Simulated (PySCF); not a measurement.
CH₅NO₂SW, multiplicity 1. Atoms are numbered in the order given.

```xyz
11

W     -0.1726     0.1814     0.0000
N     -0.2560    -1.5658     0.0000
C      0.2588    -2.8915     0.0000
H      1.3648    -2.8827     0.0000
H     -0.0868    -3.4443     0.8910
H     -0.0868    -3.4443    -0.8910
S      1.9268     0.6906     0.0000
O     -1.0081     0.8168    -1.5811
H     -1.4397     0.2704    -2.2502
O     -1.0081     0.8168     1.5811
H     -1.4397     0.2704     2.2502
```

Geometry optimised at r2SCAN-D4/def2-SVP. The multiplicity is an assumed one; other spin states were not compared. The def2 effective core potentials stand for the cores of W; spin–orbit coupling is left out. Other conformers were not sampled.

Level of theory: r2SCAN-D4/def2-SVP (PySCF 2.14.0).

Frequencies are harmonic and unscaled.

Estimate the vibrational spectrum. (The exact figures need the calculation; the answer reports its results.)


| mode | ν (cm⁻¹) | IR (km/mol) | moving atoms (share of kinetic energy) |
|---|---|---|---|
| 1 | 94 | 10.6 | S 37 %, C 35 %, H 20 % |
| 2 | 110 | 0.0 | H 98 % |
| 3 | 122 | 0.1 | O 39 %, C 26 %, H 23 %, W 9 % |
| 4 | 192 | 2.3 | O 45 %, S 34 %, H 15 % |
| 5 | 194 | 2.2 | O 77 %, H 12 %, W 8 % |
| 6 | 199 | 11.3 | O 47 %, H 31 %, S 11 %, W 10 % |
| 7 | 245 | 59.6 | H 61 %, O 25 %, N 8 % |
| 8 | 251 | 52.0 | H 79 %, O 18 % |
| 9 | 321 | 62.6 | N 66 %, H 25 % |
| 10 | 351 | 51.5 | N 59 %, H 20 % |
| 11 | 530 | 89.1 | S 79 %, W 15 % |
| 12 | 599 | 178.4 | H 65 %, O 21 %, C 8 % |
| 13 | 602 | 157.3 | H 58 %, O 38 % |
| 14 | 659 | 68.3 | C 42 %, N 21 %, H 18 %, W 13 % |
| 15 | 716 | 61.8 | O 77 %, H 17 % |
| 16 | 729 | 49.9 | O 61 %, H 25 %, W 13 % |
| 17 | 1090 | 4.3 | H 74 %, C 20 % |
| 18 | 1101 | 0.3 | H 72 %, C 20 % |
| 19 | 1351 | 134.3 | N 61 %, C 30 % |
| 20 | 1418 | 1.5 | H 80 %, N 16 % |
| 21 | 1445 | 16.1 | H 95 % |
| 22 | 1445 | 7.5 | H 97 % |
| 23 | 2990 | 53.0 | H 97 % |
| 24 | 3085 | 8.9 | H 90 %, C 10 % |
| 25 | 3096 | 9.6 | H 90 %, C 10 % |
| 26 | 3868 | 292.9 | H 94 % |
| 27 | 3871 | 160.3 | H 94 % |
